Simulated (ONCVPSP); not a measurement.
**u(r) = r·R(r): atom against pseudo-atom (N (Z = 7))**

Columns: radius, all-electron u(r) and pseudo u(r) of the 2s shell (level -32.52 eV) of nitrogen in the configuration [He] 2s2 2p2; PW91, scalar-relativistic, ONCV scheme, ONCVPSP 4.0.1.

```
r (bohr)  all-electron  pseudo
   0.098       -0.4020  0.0814
   0.195       -0.3183  0.1707
   0.292       -0.0726  0.2748
   0.390        0.2011  0.3954
   0.488        0.4432  0.5249
   0.585        0.6331  0.6502
   0.682        0.7712  0.7610
   0.780        0.8621  0.8486
   0.878        0.9119  0.9052
   0.975        0.9285  0.9276
   1.072        0.9204  0.9203
   1.170        0.8937  0.8936
   1.268        0.8541  0.8540
   1.365        0.8064  0.8064
   1.463        0.7533  0.7533
   1.560        0.6984  0.6983
   1.658        0.6423  0.6423
   1.755        0.5879  0.5878
   1.852        0.5353  0.5353
   1.950        0.4848  0.4848
   2.047        0.4380  0.4379
   2.145        0.3939  0.3939
   2.242        0.3537  0.3537
   2.340        0.3164  0.3164
   2.438        0.2825  0.2825
   2.535        0.2521  0.2521
```

Problem. How many radial nodes do the two functions have?

Solution. The all-electron 2s function has n − l − 1 = 1; the pseudo-wave has 0, since the states of the same l below it are removed with the core.

Problem. At about which radius was the pseudo-wave matched?

Solution. 1.05 bohr, where the columns begin to agree (steps of 0.10 bohr).

Problem. Is the pseudo-wave norm-conserving?

Solution. Yes: the ONCV scheme keeps the norm inside the radius equal to the all-electron one, which fixes the energy derivative of the logarithmic derivative at the level.
